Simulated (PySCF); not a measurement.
Mass spectrum arithmetic for ZrH2Cl2

Species: ZrH2Cl2 (`[H][Zr]([H])([Cl])[Cl]`).

Calculated from tabulated atomic weights, isotope masses and abundances; no fragmentation.

**Question.** What are the average molar mass and the monoisotopic mass?

**Answer.** For Cl2H2Zr, with standard atomic weights, 1 × 91.224 + 2 × 1.008 + 2 × 35.450 = 164.140 g/mol. From the most abundant isotopes (90Zr, 1H, 35Cl), 1 × 89.904704 + 2 × 1.007825 + 2 × 34.968853 = 161.8581 u.

**Question.** Work out the cluster of the molecular ion M+•, one line a nominal mass.

**Answer.** 
```tsv
nominal mass	m/z (centroid)	relative intensity
162	161.8575	100.0
163	162.8585	21.8
164	163.8557	97.3
165	164.8555	14.0
166	165.8566	65.3
167	166.8526	2.2
168	167.8566	30.4
170	169.8557	6.9
172	171.8552	0.6
```

Cut off at 0.1 %. One electron mass, 0.00055 u, is taken off. Abundances used (%; other tables differ somewhat): 90Zr 51.45, 91Zr 11.22, 92Zr 17.15, 94Zr 17.38, 96Zr 2.8; 1H 99.9885, 2H 0.0115; 35Cl 75.78, 37Cl 24.22.

**Question.** What share of all molecules is the monoisotopic species?

**Answer.** 0.5145 × 0.999885^2 × 0.7578^2 = 29.54 %.

**Question.** Give the mass fraction of each element.

**Answer.** Zr 55.58 %, H 1.23 %, Cl 43.19 %.

**Question.** What resolving power m/Δm just matches the spacing of the species with one 37Cl and with one 92Zr?

**Answer.** They lie 0.00329 u apart at mass 163.86, so m/Δm is about 50000.

**Question.** Resolve the fine structure: one atom at a time replaced by a minor isotope.

**Answer.** Intensity in % of the monoisotopic species:

```tsv
isotope	mass shift (u)	m/z	intensity (%)
91Zr	+1.00094	162.8585	21.81
2H	+1.00628	162.8638	0.02
37Cl	+1.99705	163.8546	63.92
92Zr	+2.00034	163.8578	33.33
94Zr	+4.00161	165.8591	33.78
96Zr	+6.00357	167.8611	5.44
```

Species under 0.02 % are left out.
